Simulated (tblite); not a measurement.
A geometry optimisation, step by step.

Compound: C3H12GeOSi.
Numbering: `[CH3:1][C@H:2]([CH2:3][GeH3:4])[O:5][SiH3:6]` (hydrogens: H7, H8, H9 on C1; H10 on C2; H11, H12 on C3; H13, H14, H15 on Ge4; H16, H17, H18 on Si6)

Computed with GFN2-xTB (tblite), gas phase: L-BFGS steps from a force-field or distance-geometry start until the largest atomic force falls under 0.01 eV/Å. 9 of its 158 geometries are shown.

Step 0: E = -552.2388 eV, largest atomic force 2.881 eV/Å
```
atom  x, y, z in Å  |  force x, y, z in eV/Å
C1     -1.027   -1.780   -0.148   -0.596  -0.266  -0.085
C2     -0.241   -0.465   -0.184    0.917  -1.123   0.766
C3      1.268   -0.777   -0.013   -0.230  -0.174  -0.171
Ge4     2.320    0.863   -0.198    0.161   0.531   0.398
O5     -0.647    0.355    0.908   -1.601   1.540  -1.834
Si6    -1.857    1.494    0.386    1.121  -0.647   1.010
H7     -0.701   -2.448   -0.969   -0.152   0.350   0.511
H8     -2.110   -1.563   -0.288    0.686  -0.221   0.141
H9     -0.897   -2.297    0.828   -0.039   0.422  -0.712
H10    -0.367   -0.001   -1.176   -0.141   0.121   0.320
H11     1.587   -1.486   -0.805   -0.250   0.199   0.508
H12     1.454   -1.228    0.981   -0.189   0.129  -0.552
H13     3.819    0.508   -0.038   -0.554   0.266  -0.132
H14     1.917    1.858    0.916    0.314  -0.338  -0.589
H15     2.057    1.499   -1.577    0.191  -0.165   0.488
H16    -3.006    0.791   -0.183    0.045  -0.093  -0.068
H17    -1.273    2.412   -0.606    0.026  -0.194   0.035
H18    -2.306    2.270    1.548    0.290  -0.336  -0.034
```

Step 20: E = -552.7161 eV, largest atomic force 0.134 eV/Å
```
atom  x, y, z in Å  |  force x, y, z in eV/Å
C1     -1.049   -1.809   -0.145   -0.050  -0.040  -0.007
C2     -0.226   -0.534   -0.272    0.069   0.009   0.018
C3      1.248   -0.775    0.000    0.115  -0.017   0.011
Ge4     2.289    0.894   -0.133    0.007   0.019  -0.034
O5     -0.678    0.425    0.650   -0.080   0.088  -0.061
Si6    -1.837    1.520    0.357   -0.045   0.031   0.002
H7     -0.760   -2.522   -0.910    0.056  -0.056  -0.025
H8     -2.104   -1.581   -0.263   -0.096   0.048  -0.041
H9     -0.911   -2.255    0.835    0.065   0.006   0.042
H10    -0.345   -0.130   -1.288    0.016  -0.054  -0.057
H11     1.644   -1.497   -0.713   -0.013  -0.062  -0.031
H12     1.357   -1.199    0.998    0.006  -0.005   0.018
H13     3.753    0.587   -0.022   -0.027  -0.011  -0.009
H14     1.984    1.924    0.894   -0.058  -0.003   0.066
H15     2.073    1.522   -1.475    0.007   0.002  -0.009
H16    -3.055    0.904   -0.191    0.021  -0.008   0.059
H17    -1.390    2.498   -0.645    0.017   0.001   0.047
H18    -2.001    2.035    1.703   -0.010   0.053   0.010
```

Step 39: E = -552.7344 eV, largest atomic force 0.048 eV/Å
```
atom  x, y, z in Å  |  force x, y, z in eV/Å
C1     -1.047   -1.811   -0.143    0.012   0.000   0.002
C2     -0.207   -0.550   -0.321   -0.003   0.012  -0.014
C3      1.262   -0.803   -0.018    0.007  -0.007   0.011
Ge4     2.270    0.887   -0.125    0.005   0.030   0.025
O5     -0.644    0.468    0.548   -0.008  -0.008   0.003
Si6    -1.832    1.550    0.351   -0.003   0.009   0.037
H7     -0.733   -2.566   -0.860   -0.016  -0.005  -0.009
H8     -2.101   -1.589   -0.298    0.022   0.006  -0.005
H9     -0.916   -2.207    0.861   -0.027   0.032   0.022
H10    -0.306   -0.200   -1.358   -0.003  -0.003  -0.033
H11     1.668   -1.548   -0.702   -0.016   0.009  -0.044
H12     1.344   -1.207    0.992    0.021  -0.003   0.030
H13     3.743    0.620   -0.008   -0.023  -0.003   0.003
H14     1.901    1.859    0.939    0.011  -0.007   0.012
H15     2.052    1.551   -1.450   -0.008  -0.011  -0.002
H16    -3.080    0.923   -0.103    0.015  -0.010  -0.009
H17    -1.452    2.572   -0.633   -0.013  -0.040   0.000
H18    -1.931    2.057    1.712    0.026  -0.001  -0.029
```

Step 59: E = -552.7519 eV, largest atomic force 0.062 eV/Å
```
atom  x, y, z in Å  |  force x, y, z in eV/Å
C1     -1.074   -1.763   -0.123   -0.003  -0.019   0.009
C2     -0.173   -0.559   -0.377   -0.047  -0.012  -0.015
C3      1.292   -0.846   -0.080   -0.038  -0.011  -0.018
Ge4     2.230    0.888   -0.046    0.040   0.039   0.008
O5     -0.546    0.521    0.445    0.017  -0.012   0.008
Si6    -1.805    1.532    0.330   -0.017   0.029   0.029
H7     -0.707   -2.628   -0.674   -0.028   0.047   0.029
H8     -2.093   -1.546   -0.438    0.054  -0.019   0.012
H9     -1.082   -1.991    0.942    0.018  -0.006  -0.056
H10    -0.269   -0.250   -1.429    0.006  -0.025  -0.007
H11     1.710   -1.512   -0.834    0.000  -0.020  -0.020
H12     1.379   -1.343    0.887   -0.005   0.019   0.016
H13     3.715    0.675    0.032   -0.001  -0.001  -0.013
H14     1.843    1.762    1.094    0.033  -0.014   0.007
H15     1.958    1.622   -1.324    0.014   0.001   0.045
H16    -3.062    0.814    0.090    0.014   0.016   0.006
H17    -1.596    2.489   -0.763   -0.035  -0.025  -0.022
H18    -1.731    2.139    1.650   -0.021   0.014  -0.017
```

Step 78: E = -552.7820 eV, largest atomic force 0.083 eV/Å
```
atom  x, y, z in Å  |  force x, y, z in eV/Å
C1     -1.081   -1.703   -0.102   -0.005   0.012  -0.009
C2     -0.170   -0.530   -0.451   -0.010   0.001  -0.013
C3      1.295   -0.839   -0.169   -0.024  -0.010   0.009
Ge4     2.270    0.861    0.076    0.015   0.012   0.019
O5     -0.497    0.618    0.303    0.033  -0.010  -0.021
Si6    -1.854    1.508    0.264    0.038  -0.009   0.012
H7     -0.670   -2.625   -0.506    0.027   0.000   0.023
H8     -2.079   -1.567   -0.513    0.020   0.075   0.029
H9     -1.157   -1.782    0.981    0.018  -0.047  -0.031
H10    -0.286   -0.287   -1.517    0.007   0.021  -0.018
H11     1.719   -1.443   -0.972   -0.014   0.008   0.007
H12     1.373   -1.416    0.753    0.006  -0.029   0.025
H13     3.751    0.616   -0.027   -0.015  -0.024  -0.037
H14     2.057    1.460    1.423   -0.062   0.023  -0.011
H15     1.922    1.859   -0.980   -0.004  -0.007   0.026
H16    -3.039    0.671    0.481   -0.004   0.026  -0.002
H17    -1.983    2.190   -1.030   -0.028  -0.036   0.000
H18    -1.580    2.414    1.368    0.002  -0.006  -0.009
```

Step 98: E = -552.7968 eV, largest atomic force 0.054 eV/Å
```
atom  x, y, z in Å  |  force x, y, z in eV/Å
C1     -1.080   -1.667   -0.125    0.004  -0.014  -0.004
C2     -0.144   -0.521   -0.472   -0.018   0.004   0.008
C3      1.310   -0.855   -0.163   -0.032   0.005  -0.005
Ge4     2.256    0.853    0.124    0.017   0.002  -0.033
O5     -0.465    0.640    0.265    0.009   0.021  -0.002
Si6    -1.850    1.489    0.255   -0.004  -0.010  -0.053
H7     -0.748   -2.575   -0.621   -0.006  -0.050  -0.016
H8     -2.099   -1.445   -0.433   -0.007   0.001  -0.031
H9     -1.069   -1.823    0.951   -0.010  -0.030   0.024
H10    -0.236   -0.281   -1.542   -0.024   0.001   0.019
H11     1.745   -1.441   -0.972    0.001   0.005  -0.003
H12     1.370   -1.457    0.745   -0.013   0.019  -0.002
H13     3.738    0.627    0.002    0.025   0.006   0.001
H14     2.015    1.412    1.480   -0.017   0.035   0.021
H15     1.881    1.860   -0.912    0.024  -0.003   0.024
H16    -2.995    0.683    0.697    0.025  -0.007   0.007
H17    -2.133    1.975   -1.103   -0.001  -0.012   0.040
H18    -1.505    2.531    1.205    0.026   0.026   0.003
```

Step 118: E = -552.8037 eV, largest atomic force 0.046 eV/Å
```
atom  x, y, z in Å  |  force x, y, z in eV/Å
C1     -1.089   -1.669   -0.150    0.002   0.008   0.003
C2     -0.142   -0.527   -0.492    0.012   0.006  -0.003
C3      1.310   -0.855   -0.175    0.007  -0.009  -0.003
Ge4     2.245    0.856    0.154    0.028  -0.020  -0.013
O5     -0.452    0.648    0.226    0.003   0.002   0.005
Si6    -1.840    1.488    0.263    0.002   0.012  -0.026
H7     -0.774   -2.577   -0.659    0.012   0.006  -0.002
H8     -2.103   -1.426   -0.460   -0.010  -0.011   0.005
H9     -1.082   -1.845    0.924   -0.001   0.012  -0.009
H10    -0.233   -0.296   -1.563   -0.008   0.001  -0.009
H11     1.758   -1.430   -0.984    0.009   0.003  -0.006
H12     1.369   -1.463    0.729   -0.025  -0.007   0.004
H13     3.733    0.634    0.082   -0.014   0.003   0.005
H14     1.953    1.403    1.506    0.003   0.018   0.020
H15     1.910    1.884   -0.874    0.011  -0.003  -0.013
H16    -2.899    0.714    0.920   -0.019   0.004  -0.003
H17    -2.271    1.828   -1.101   -0.006  -0.026   0.038
H18    -1.403    2.638    1.037   -0.008   0.003   0.008
```

Step 137: E = -552.8064 eV, largest atomic force 0.020 eV/Å
```
atom  x, y, z in Å  |  force x, y, z in eV/Å
C1     -1.088   -1.655   -0.168   -0.001   0.002   0.001
C2     -0.140   -0.512   -0.501   -0.001   0.001  -0.006
C3      1.310   -0.850   -0.179    0.003   0.005  -0.008
Ge4     2.263    0.846    0.166    0.005   0.009   0.009
O5     -0.452    0.662    0.218    0.004   0.005  -0.016
Si6    -1.857    1.475    0.280   -0.004  -0.016  -0.002
H7     -0.760   -2.565   -0.665    0.005   0.013   0.000
H8     -2.099   -1.420   -0.492   -0.004   0.001   0.006
H9     -1.094   -1.822    0.907   -0.007   0.001  -0.001
H10    -0.225   -0.276   -1.573   -0.006  -0.002   0.002
H11     1.759   -1.413   -0.997    0.009  -0.018   0.002
H12     1.357   -1.475    0.714   -0.004   0.011   0.002
H13     3.748    0.603    0.138   -0.011  -0.011   0.005
H14     1.944    1.421    1.502    0.004   0.003  -0.005
H15     1.977    1.863   -0.888   -0.004  -0.001   0.000
H16    -2.870    0.727    1.033    0.011  -0.008   0.002
H17    -2.372    1.717   -1.073    0.005  -0.002  -0.001
H18    -1.410    2.680    0.959   -0.003   0.007   0.013
```

Step 157: E = -552.8083 eV, largest atomic force 0.007 eV/Å
```
atom  x, y, z in Å  |  force x, y, z in eV/Å
C1     -1.093   -1.631   -0.182   -0.002   0.000  -0.001
C2     -0.133   -0.501   -0.524    0.001  -0.003   0.000
C3      1.308   -0.847   -0.175    0.002  -0.003   0.002
Ge4     2.276    0.844    0.161   -0.007   0.001  -0.001
O5     -0.441    0.690    0.168    0.002  -0.001   0.000
Si6    -1.867    1.456    0.296   -0.003   0.002   0.001
H7     -0.768   -2.550   -0.666    0.000   0.005   0.001
H8     -2.101   -1.394   -0.515    0.003   0.000  -0.004
H9     -1.107   -1.784    0.895   -0.003  -0.001  -0.005
H10    -0.204   -0.284   -1.601    0.002   0.002   0.001
H11     1.766   -1.433   -0.970   -0.001   0.000   0.001
H12     1.332   -1.452    0.733    0.002   0.002   0.004
H13     3.754    0.566    0.196    0.003   0.001  -0.004
H14     1.922    1.458    1.470    0.004   0.003  -0.002
H15     2.047    1.838   -0.928   -0.002  -0.006   0.004
H16    -2.818    0.675    1.096    0.000  -0.001   0.002
H17    -2.450    1.680   -1.032   -0.002   0.001   0.000
H18    -1.431    2.674    0.960    0.001  -0.001  -0.001
```

**Question.** Summarise the path.

**Answer.** The energy falls by 54.94 kJ/mol from step 0 to step 157; nine tenths of that is first reached at step 59. It falls at every step. The largest force goes from 2.881 to 0.007 eV/Å. Among the bonds O5–Si6 changes most, from 1.742 to 1.624 Å; the atoms move by 0.672 Å rms after alignment.

**Question.** Follow the three bonds and two angles with the largest change from start to end.

**Answer.** 
```csv
step,E above end (kJ/mol),largest force (eV/Å),O5–Si6 (Å),Ge4–H14 (Å),Ge4–H15 (Å),C2–O5–Si6 (°),O5–Si6–H18 (°)
0,54.94,2.881,1.742,1.548,1.541,110.1,108.7
7,17.20,0.254,1.631,1.478,1.481,120.0,106.8
14,11.07,0.158,1.622,1.498,1.502,123.1,99.9
20,8.89,0.134,1.621,1.486,1.498,124.9,98.8
27,7.73,0.105,1.620,1.487,1.498,128.6,99.6
34,7.35,0.057,1.618,1.487,1.498,129.7,99.7
41,7.03,0.055,1.619,1.489,1.499,129.8,99.6
48,6.58,0.072,1.619,1.487,1.496,129.5,99.7
55,5.78,0.092,1.621,1.486,1.497,130.0,98.5
61,5.29,0.071,1.620,1.487,1.498,129.9,99.4
68,4.70,0.090,1.621,1.488,1.497,130.4,100.4
75,2.84,0.075,1.624,1.487,1.493,129.0,100.4
82,2.21,0.042,1.623,1.489,1.493,129.1,99.3
89,1.93,0.056,1.624,1.488,1.493,128.1,99.7
96,1.25,0.068,1.624,1.487,1.492,128.3,99.7
102,0.93,0.051,1.625,1.491,1.491,127.9,99.5
109,0.69,0.069,1.624,1.490,1.493,128.2,99.7
116,0.54,0.046,1.624,1.487,1.492,128.9,99.5
123,0.34,0.045,1.623,1.490,1.493,128.8,99.7
130,0.27,0.021,1.623,1.489,1.492,128.8,99.7
137,0.18,0.020,1.624,1.489,1.492,128.8,99.6
143,0.12,0.035,1.624,1.488,1.491,129.1,99.6
150,0.03,0.018,1.624,1.487,1.492,128.7,99.6
157,0.00,0.007,1.624,1.489,1.493,129.0,99.7
```

What follows is the cost of the whole relaxation. Hardware: one thread of an Arm Neoverse V1, on a shared host. Cost: 1.2 s.
